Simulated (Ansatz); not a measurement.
Geometry optimisation, Ansatz 0.2.0, RKS BHLYP-D4/def2-SVP.

The input (input.yaml):

```yaml
crystal:
  periodic: [false, false, false]
  atoms:
    - { symbol: Ge, position_ang: [0.0, 0.0, 0.0] }
    - { symbol: F, position_ang: [0.0, 0.0, 2.03] }
    - { symbol: Cl, position_ang: [2.0935, 0.0, -0.7393] }
    - { symbol: H, position_ang: [-0.73, 1.2648, -0.5162] }
    - { symbol: Cl, position_ang: [-1.0456, -1.8115, -0.7393] }
    - { symbol: S, position_ang: [1.3309, -2.021, 0.8041] }
    - { symbol: H, position_ang: [0.5459, -3.1743, 0.6869] }
    - { symbol: H, position_ang: [0.6584, -0.9999, 1.926] }
basis:
  gaussian: { orbitals: def2-SVP }
hamiltonian:
  xc: { name: BHLYP }
  dispersion: d4
relax:
  f_tol: 0.15
  max_steps: 25
  restrain:
    - { distance: [0, 5], at: 3.45, k: 30.0 }
    - { distance: [7, 1], at: 2.12, k: 30.0 }
    - { distance: [0, 1], at: 1.68, k: 30.0 }
    - { distance: [7, 5], at: 1.4, k: 30.0 }
output:
  orbitals: {}
```

Command:

```bash
$ ansatz run input.yaml --threads 4 --pin off --max-ram 5120MiB --backend cpu --events-out ev --progress --plain --runs-dir out
```

Problem. Where does it end, and by what steps?

Solution. The run converged. The restraints hold the end off the free minimum; the threshold counts their pulls, which the force column leaves out. Restrained pairs: Ge1–S6 (2.55 → 3.46 Å), F2–H8 (1.20 → 2.12 Å), Ge1–F2 (2.03 → 1.70 Å), S6–H8 (1.66 → 1.37 Å). After 7 steps the energy has fallen by 3.591 eV (the restraints' own energy left out); H8 moved furthest, 0.76 Å.

```csv
step,energy less start (eV),largest force component (eV/Å),accepted
0,0.0000,2.757,yes
1,-0.8903,3.541,yes
2,-1.8648,4.168,yes
3,-2.7779,3.097,yes
4,-3.4941,1.418,yes
5,-3.5561,1.003,yes
6,-3.5799,0.815,yes
7,-3.5908,0.812,yes
```

```xyz
8
Properties=species:S:1:pos:R:3
Ge -0.076 0.209 -0.153
F -0.044 0.112 1.545
Cl 1.895 0.420 -0.906
H -0.889 1.446 -0.487
Cl -1.077 -1.506 -0.922
S 1.586 -2.501 1.212
H 0.490 -3.255 1.053
H 0.968 -1.668 2.109
```

Run time: 22 s on 4 threads of Arm Neoverse V1, with other jobs on the host, peak memory 0.32 GiB.
